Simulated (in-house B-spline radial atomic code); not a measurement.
**Neutral krypton: [Ne] 3s2 3p(3 up, 2 down) 3d10 4s2 4p6 5s(1 up, 0 down) (an excited or competing configuration)**

All numbers are computed (non-relativistic OLYP, spin-polarised, spherical fractional occupations; point nucleus) with an all-electron radial atomic-structure program (B-spline basis), not measured.

Effective charges: Z_r = [3n² - l(l+1)]/(2<r>) from the radius, Z_e = n√(-2ε) from the energy, and Slater's rules. Values are occupation-weighted means over spin.

```csv
shell,electrons,ε (eV),<r> (bohr),Z_r,Z_e,Slater
1s,2,-13927,0.04246,35.33,31.99,35.70
2s,2,-1832.9,0.1877,31.96,23.21,31.85
2p,6,-1661.3,0.1618,30.91,22.10,31.85
3s,2,-275.14,0.5364,25.17,13.49,25.10
3p,5,-214.05,0.5383,23.22,11.90,25.10
3d,10,-103.95,0.5376,19.53,8.29,15.85
4s,2,-30.118,1.51,15.89,5.95,9.10
4p,6,-15.87,1.751,13.14,4.32,9.10
5s,1,-2.1571,5.448,6.88,1.99,2.20
```

The least bound orbital is 5s up at -2.157 eV, and it is also the most diffuse (<r> = 5.448 bohr). The part-filled 3p shell lies below the filled 4p shell in orbital energy.
